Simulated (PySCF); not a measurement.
Peak assignment

Bonds (- single, = double, # triple, : aromatic): C1-N2 1.471 Å, N2-B3 1.621 Å, B3-C4 1.577 Å, C4#N5 1.161 Å. C1 carries H6, H7, H8; N2 carries H9, H10; B3 carries H11, H12. Formal charges: N2 +1, B3 -1.

[PySCF 2.14.0 with density-fitted response routines: coordinates at the PBE0-D3(BJ)/def2-SVP level; B3LYP/pcJ-1 coupling constants (spin–dipole term only in couplings to heteroatoms); PBE0/pcSseg-1 with gauge-including orbitals; relativity neglected; in vacuum; rapidly exchanging positions averaged; single conformer]

Shifts are taken against calculated references (same method and geometry level): TMS for $^{13}$C (σref 184.41), $^{1}$H (σref 31.27).

(1) Assign these signals to the numbered atoms. $^{13}$C{$^{1}$H} NMR (computed): δ 135.2, 33.3.

(2) Assign these signals to the numbered atoms. $^{1}$H NMR (500 MHz, computed): δ 2.76 (s, 3H), 2.49 (br s, 2H), 2.25 (br, 2H).

Answers

(1) 
```tsv
δ (ppm)	atoms	environment	reason
135.2	C4	nitrile carbon	–
33.3	C1	methyl carbon bonded to N	deshielded by the electronegative neighbour
```

(2) 
| δ (ppm) | atoms | environment | reason |
| --- | --- | --- | --- |
| 2.76 | H6/H7/H8 | hydrogen on a methyl carbon bonded to N | its carbon carries N, an electronegative neighbour |
| 2.49 | H9/H10 | hydrogen on a donor nitrogen of a Lewis adduct | exchangeable; this is the value without hydrogen bonding to other molecules |
| 2.25 | H11/H12 | hydrogen on a boron bonded to C, N | – |

OH/NH shifts are gas-phase values; hydrogen bonding in solution moves them, usually downfield. Hydrogens on boron are broadened and split by $^{11}$B (spin 3/2, 80 %) and 10B (spin 3). A carbon bonded to boron is broadened by the quadrupolar boron nucleus and is often missing from a measured spectrum. Shifts are as computed. Against solution values, carbons near 30 ppm lie about +2 ppm off and those near 130 ppm about +5 ppm. Of 1211 compounds with measured shifts, 218 miss one by over three times the rms of a fit or turn the order of signals round; such compounds aren't used in these exercises. Couplings to exchangeable protons are dropped. Vicinal H,H couplings across rotating CH2–CH2 and CH–CH2 bonds are estimated from the computed gauche and anti values for equal rotamer populations, (2 J gauche + J anti)/3.
